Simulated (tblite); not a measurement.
C5H14Si3.
Atom-mapped SMILES: `[CH2:1]=[CH:2][Si:3]([SiH3:4])([SiH3:5])[CH:6]1[CH2:7][CH2:8]1` (hydrogens: H9, H10 on C1; H11 on C2; H12, H13, H14 on Si4; H15, H16, H17 on Si5; H18 on C6; H19, H20 on C7; H21, H22 on C8)

Geometry (GFN2-xTB, Å), atoms numbered from 1 in this order:
```
atom  x, y, z in Å
C1    -2.623   -0.840    1.541
C2    -1.327   -0.572    1.525
Si3   -0.384    0.006   -0.016
Si4   -1.380   -0.875   -1.933
Si5   -0.232    2.338    0.066
C6     1.342   -0.773    0.169
C7     2.446   -0.326   -0.745
C8     2.501    0.015    0.707
H9    -3.223   -0.766    0.647
H10   -3.150   -1.147    2.432
H11   -0.776   -0.666    2.454
H12   -2.617   -0.156   -2.256
H13   -0.520   -0.753   -3.115
H14   -1.746   -2.291   -1.833
H15    0.165    2.894    1.364
H16    0.737    2.854   -0.907
H17   -1.521    2.952   -0.266
H18    1.356   -1.830    0.418
H19    2.239    0.470   -1.445
H20    3.135   -1.065   -1.128
H21    3.227   -0.493    1.325
H22    2.338    1.044    0.993
```

Level: GFN2-xTB in tblite, geometry and Hessian alike; calculated harmonic values, unscaled, isolated species. The method is semi-empirical: single wavenumbers can be off by several per cent or more. Modes of hydrogen on silicon can be 10 to 20 % off. One conformer, not necessarily the lowest.

Harmonic wavenumbers (cm⁻¹): 36.9, 38.1, 54.8, 72.0, 81.7, 96.3, 106.8, 118.7, 132.2, 256.7, 276.8, 329.9, 356.8, 396.5, 410.4, 428.4, 437.9, 469.0, 524.1, 655.2, 692.8, 762.3, 794.9, 806.8, 813.5, 819.5, 822.8, 830.7, 846.2, 912.2, 960.0, 998.8, 1000.8, 1014.9, 1025.3, 1069.4, 1073.2, 1112.6, 1160.1, 1240.5, 1265.2, 1341.4, 1422.0, 1451.1, 1490.2, 1660.8, 2209.7, 2213.1, 2219.2, 2223.5, 2229.6, 2232.2, 3005.0, 3013.5, 3067.2, 3068.8, 3072.7, 3076.4, 3086.6, 3090.2.

A = 1158, B = 855.8, C = 775.1 MHz; mass 158.040 u (most abundant isotopes); point group C1, symmetry number 1.

Q: What is the zero-point energy?

A: ½Σν̃ = 35237 cm⁻¹ = 421.53 kJ/mol.

Q: Give the ideal-gas entropy at 298.15 K and 1 bar in the rigid-rotor, harmonic-oscillator model (classical rotation).

A: Translation 172.00, rotation 127.26, vibration 209.53: S = 508.8 J/(mol K).

Q: And Cp and H(298.15 K) − H(0)?

A: Cp = 215.74 J/(mol K), of which vibrations give 182.48 (their classical limit is 60 R = 498.9); H(298.15 K) − H(0) = 40.05 kJ/mol without the zero-point energy, 30.14 from vibrations.

Q: How do the functions run with temperature in this model?

A: 
| T (K) | S (J/(mol K)) | Cp (J/(mol K)) | H − H(0) (kJ/mol) | G − H(0) (kJ/mol) | ln q(vib) |
| --- | --- | --- | --- | --- | --- |
| 150 | 390.4 | 137.6 | 13.86 | -44.70 | 6.60 |
| 250 | 473.0 | 190.7 | 30.26 | -88.00 | 11.05 |
| 400 | 579.0 | 263.2 | 64.51 | -167.10 | 17.08 |
| 600 | 699.7 | 332.2 | 124.51 | -295.32 | 24.41 |
| 900 | 848.0 | 398.0 | 234.85 | -528.31 | 34.19 |

q(vib) and H(0) count from the zero-point level.

Q: What must be added to the electronic energy to get the Gibbs energy at 298.15 K and 1 bar?

A: ZPE + [H(298.15 K) − H(0)] − T·S = 421.53 + 40.05 − 151.70 = 309.88 kJ/mol.

Q: Blend soft modes into free rotors: weight 1/[1 + (100 cm⁻¹/ν̃)⁴] for the oscillator and the rest for a rotor with moment μB/(μ + B), μ = h/(8π²ν), B = 10⁻⁴⁴ kg m². What vibrational entropy results?

A: 183.63 J/(mol K) in place of 209.53, which changes −T·S at 298.15 K by +7.72 kJ/mol.

Q: Which modes carry the vibrational entropy at 298.15 K?

A: 36.9 cm⁻¹: 22.67; 38.1 cm⁻¹: 22.41; 54.8 cm⁻¹: 19.40; 72.0 cm⁻¹: 17.15; 81.7 cm⁻¹: 16.11; 96.3 cm⁻¹: 14.76 J/(mol K); the other 54 give 97.04 together.

Hindered rotation and anharmonicity are outside this model. Other conformers, if any are populated, would add a mixing term that is left out. The structure is chiral; the term R ln 2 for an equal mix with its mirror image is left out.
